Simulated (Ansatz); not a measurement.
Basis-set series for `FCOCC(F)F`. Charge 0, multiplicity 1. The geometry is a stationary point of PBE0-D4/def2-TZVP. It is one conformer, not always the lowest.

| functional | basis | functions | energy (Eh) | HOMO (eV) | LUMO (eV) |
| --- | --- | --- | --- | --- | --- |
| PBE0-D4 | def2-TZVPP | 287 | -491.78158 | -8.66 | 1.21 |
| PBE0-D4 | def2-QZVPP | 549 | -491.80728 | -8.71 | 0.67 |
| ωB97M-V | def2-TZVPP | 287 | -492.13384 | -11.08 | 2.71 |
| ωB97M-V | def2-QZVPP | 549 | -492.15847 | -11.13 | 1.84 |

**Question.** Give the rows for def2-SVP. (Best estimate.)

**Answer.** Computed: 
```csv
functional,basis,functions,energy (Eh),HOMO (eV),LUMO (eV)
PBE0-D4,def2-SVP,123,-491.19445,-8.51,1.74
ωB97M-V,def2-SVP,123,-491.53121,-10.91,3.45
```

Positive LUMOs are unbound and depend on the basis.
